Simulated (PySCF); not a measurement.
`c1(ccc(F)cc1)[SiH2]CC[SiH3]`. Theory: PBE0-D3(BJ)/def2-SVP geometry optimisation, gas phase (PySCF 2.14.0).

```
atom  x, y, z in Å
F1    -5.3549    0.8432   -0.1919
C2    -4.1022    0.3950   -0.2173
C3    -3.0556    1.2996   -0.0975
C4    -1.7476    0.8198   -0.1290
C5    -1.4708   -0.5476   -0.2769
Si6    0.2941   -1.1943   -0.3459
C7     1.5464    0.1616    0.0441
C8     3.0016   -0.3193   -0.0136
Si9    4.2564    1.0463    0.3405
C10   -2.5600   -1.4272   -0.3906
C11   -3.8734   -0.9687   -0.3626
H12   -3.2770    2.3622    0.0185
H13   -0.9298    1.5399   -0.0325
H14    0.4512   -2.3234    0.6268
H15    0.5813   -1.7513   -1.7079
H16    1.3111    0.5703    1.0431
H17    1.3861    0.9921   -0.6666
H18    3.1705   -1.1407    0.7045
H19    3.2339   -0.7407   -1.0078
H20    4.1024    2.1487   -0.6604
H21    5.6577    0.5272    0.2699
H22    4.0246    1.6199    1.7038
H23   -2.3859   -2.5018   -0.5029
H24   -4.7238   -1.6475   -0.4508
```

What is the longest distance between nuclei?

F1···H21, 11.03 Å; the next longest distance is 10.63 Å.

Work out the bond lengths C2–C11, C3–H12, C4–C5, C8–Si9, Si9–H22, C10–C11 in pm.

For C2–C11 the difference vector is (0.2288, -1.3637, -0.1453) Å, of length 1.3904 Å. C2–C11 139.0; C3–H12 109.2; C4–C5 140.3; C8–Si9 188.8; Si9–H22 149.7; C10–C11 139.1 pm.

How far apart are these pairs, which share no bond: C7···H13, C8···H14, C10···H13, H16···H23?

C7···H13 2.835 Å (4 bonds apart); C8···H14 3.306 Å (3 bonds apart); C10···H13 3.404 Å (3 bonds apart); H16···H23 5.049 Å (5 bonds apart).

What is the repulsion energy of the bare nuclei, Σ ZA·ZB/RAB?

712.99 Eh over 276 pairs, with full nuclear charges and distances in bohr; the largest single term is 23.63 Eh (C5 with Si6).

Where is the centre of mass (commonest isotopes), and what is the radius of gyration?

Mass 184.054 u; centre at (-0.591, 0.024, -0.118) Å; Rg = √(Σ m r²/M) = 3.381 Å. As Ia + Ib + Ic = 2 Σ m r², the three principal moments sum to 4207.3 u·Å².

Give the dihedral angles H12–C3–C4–H13, C5–Si6–C7–H16, F1–C2–C3–H12, C7–C8–Si9–H21.

H12–C3–C4–H13 0° (synperiplanar); C5–Si6–C7–H16 57° (synclinal); F1–C2–C3–H12 0° (synperiplanar); C7–C8–Si9–H21 180° (antiperiplanar). Dihedral signs follow IUPAC: positive where, seen along the central bond, the front bond turns clockwise onto the rear one.

How far are the heavy atoms from their best plane (unweighted least squares)?

0.052 Å rms; F1 0.03, C2 0.02, C3 0.05, C4 0.07, C5 0.03, Si6 0.09, C7 0.04, C8 0.02, Si9 0.07, C10 0.04, C11 0.06 Å (magnitudes).

What are the angles F1–C2–C3, C3–C4–H13, C5–Si6–C7, C8–C7–H16, Si9–C8–H18, Si9–C8–H19, H21–Si9–H22, H20–Si9–H21?

From the scalar product of the two bond vectors; for F1–C2–C3 it is -0.9026 Å² over 1.3307 × 1.3885 Å², cos θ = -0.4885. F1–C2–C3 119.2°; C3–C4–H13 118.2°; C5–Si6–C7 111.6°; C8–C7–H16 110.6°; Si9–C8–H18 108.3°; Si9–C8–H19 107.8°; H21–Si9–H22 108.7°; H20–Si9–H21 108.7°.

Write the matrix of distances between heavy atoms (Å, lower triangle).

```
F1    0.000
C2    1.331  0.000
C3    2.346  1.389  0.000
C4    3.608  2.394  1.394  0.000
C5    4.126  2.796  2.440  1.403  0.000
Si6   6.007  4.677  4.184  2.876  1.881  0.000
C7    6.939  5.659  4.743  3.364  3.116  1.886  0.000
C8    8.439  7.143  6.270  4.885  4.486  2.865  1.534  0.000
Si9   9.628  8.402  7.329  6.027  5.977  4.603  2.866  1.888  0.000
C10   3.606  2.393  2.787  2.404  1.405  2.864  4.424  5.683  7.288  0.000
C11   2.347  1.390  2.426  2.788  2.441  4.174  5.551  6.914  8.405  1.391  0.000
```

Whether it is a minimum is left open (no frequencies). One conformer, not necessarily the lowest.
